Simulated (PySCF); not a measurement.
Al(Me)(H) (CH₄Al), SMILES [CH3][AlH+], charge +1.

Coordinates come from a PBE0-D3(BJ)/def2-TZVP optimisation. The multiplicity is an assumed one; other spin states were not compared. The isomer is the one that the SMILES or the coordinates give; other isomers of the formula were not compared.

Two levels are set side by side: TDA-PBE/def2-TZVPD (PySCF) and ADC(2)/aug-cc-pVDZ (PySCF). Vertical, same geometry; the bases differ. Differences are taken from unrounded values.

```
quantity                        ADC(2)
------------------------------  ------
lowest singlet excitation (eV)    6.31
```

Problem. What does TDA-PBE give, and how far is it from ADC(2)? (An estimate is asked for; the answer gives what the named calculation found.)

Solution. 
```
quantity                        TDA-PBE  TDA-PBE minus ADC(2)
------------------------------  -------  --------------------
lowest singlet excitation (eV)     5.72                 -0.60
```

Functionals without exact exchange tend to place singlet excitations lower, as here. Differences between two approximate levels are no errors against the true value.

Rough cost on one machine, each run with all the roots and properties that it gave: ADC(2) against TDA-PBE about 4 times.
